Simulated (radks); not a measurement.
The numbers below are computed, except where a source is named.
Q: Re III, configuration [Xe] 4f14 5d4 7s1 (not the ground configuration). Level of theory: Dirac Kohn-Sham, BLYP, spin-unpolarised, spherical densities, point nucleus; open shells fill j = l - 1/2 first (a radial shooting solver on a logarithmic mesh with Libxc functionals). Some entries of the table are withheld. Estimate them.

orbital  occ.  eigenvalue (eV)  <r^2> (bohr^2)  <1/r> (bohr^-1)
1s1/2       2        -71594.09       0.0004477            88.82
2s1/2       2        -12423.68        0.006815            21.65
2p1/2       2              (1)        0.004859            21.61
2p3/2       4              (2)        0.006056            18.04
3s1/2       2        -2893.966         0.04447            7.946
3p1/2       2              (3)         0.04075            7.859
3p3/2       4              (4)         0.04731            6.936
3d3/2       4        -1941.429         0.03659            6.831
3d5/2       6        -1873.542         0.03838            6.615
4s1/2       2        -622.3053          0.2192            3.344
4p1/2       2        -522.6854          0.2256            3.233
4p3/2       4        -449.6721          0.2605            2.911
4d3/2       4        -286.2575          0.2822            2.699
4d5/2       6        -272.7714          0.2953            2.622
5s1/2       2        -108.5199           1.201            1.309
5p1/2       2         -78.3016           1.447            1.182
5p3/2       4         -67.1647           1.709            1.070
4f5/2       6         -67.0780          0.4117            2.181
4f7/2       8         -64.5640          0.4248            2.149
5d3/2       4         -27.7645           3.259           0.7717
5d5/2       0         -26.6853           3.448           0.7481
7s1/2       1              (5)           32.79           0.2329

A: 
(1) 2p1/2 eigenvalue (eV): -11887.80
(2) 2p3/2 eigenvalue (eV): -10447.50
(3) 3p1/2 eigenvalue (eV): -2655.036
(4) 3p3/2 eigenvalue (eV): -2342.267
(5) 7s1/2 eigenvalue (eV): -9.8649
